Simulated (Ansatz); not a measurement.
Species: H2FGaS2, SMILES `[F][Ga]([SH])[SH]` (S–Ga–S–H torsion -180°, S–Ga–S–H torsion -180°) (charge 0, multiplicity 1).

Q: Give a relaxed geometry from CAM-B3LYP-D3(BJ)/def2-TZVP (Ansatz, an electronic-structure program).

A: One answer among several that fit: the end point of this relaxation, one of several conformers (outside a Z-matrix the atoms follow the SMILES, hydrogens last).
Bonds (Å): F1–Ga2 1.753, Ga2–S3 2.176, Ga2–S4 2.176, S3–H5 1.342, S4–H6 1.342. Bond angles (°): F1–Ga2–S3 116.6, F1–Ga2–S4 116.6, S3–Ga2–S4 126.8, Ga2–S3–H5 92.4, Ga2–S4–H6 92.4.
